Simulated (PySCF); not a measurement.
## CaCl: frontier orbitals

PBE0 at R = 2.453 Å; basis Ca aug-pcseg-1, Cl aug-pcseg-1; no relativity; PySCF 2.14. State: ²Σ⁺ (doublet), unpaired electrons σ ↑. Only the outer orbitals are listed, counted within each symmetry.

| spin | orbital | occ. | ε (eV) | on Ca (%) | main shells (%) |
| --- | --- | --- | --- | --- | --- |
| α | 3π | 1 | -30.52 | 100 | 100 Ca p |
| α | 3π | 1 | -30.52 | 100 | 100 Ca p |
| α | 8σ | 1 | -30.49 | 99 | 99 Ca p |
| α | 9σ | 1 | -20.73 | 0 | 99 Cl s |
| α | 10σ | 1 | -8.77 | 5 | 94 Cl p |
| α | 4π | 1 | -8.09 | 4 | 96 Cl p |
| α | 4π | 1 | -8.09 | 4 | 96 Cl p |
| α | 11σ | 1 | -4.49 | 97 | 76 Ca s, 17 Ca p |
| α | 5π | 0 | -1.44 | 97 | 65 Ca p, 32 Ca d |
| α | 5π | 0 | -1.44 | 97 | 65 Ca p, 32 Ca d |
| α | 12σ | 0 | -1.21 | 88 | 61 Ca d, 28 Ca p, 9 Cl s |
| β | 3π | 1 | -30.42 | 100 | 100 Ca p |
| β | 3π | 1 | -30.42 | 100 | 100 Ca p |
| β | 8σ | 1 | -30.31 | 99 | 99 Ca p |
| β | 9σ | 1 | -20.70 | 1 | 99 Cl s |
| β | 10σ | 1 | -8.71 | 5 | 94 Cl p |
| β | 4π | 1 | -8.09 | 4 | 96 Cl p |
| β | 4π | 1 | -8.09 | 4 | 96 Cl p |
| β | 11σ | 0 | -2.19 | 98 | 86 Ca s |
| β | 12σ | 0 | -0.50 | 91 | 55 Ca d, 36 Ca p |
| β | 1δ | 0 | -0.46 | 99 | 99 Ca d |

Question: Which are the highest filled and the lowest empty level, where do they sit, and how wide is the gap?

Answer: Highest filled α 11σ at -4.49 eV (in %: 76 Ca s, 17 Ca p); lowest empty β 11σ at -2.19 eV (in %: 86 Ca s); the gap at PBE0 is 2.30 eV.

```
bond order (Mayer)                               : 0.50
⟨S²⟩                                             : 0.750
charge on Ca (Mulliken, basis-dependent)         : 0.79
charge on Ca (Löwdin, basis-dependent)           : 0.59
dipole moment (positive dipole means Ca(−)Cl(+)) : -4.09 D
polarisability along the bond                    : 130.2 bohr³
polarisability across the bond                   : 158.1 bohr³
```

The state was picked by a PBE0 search and need not be the measured ground state.
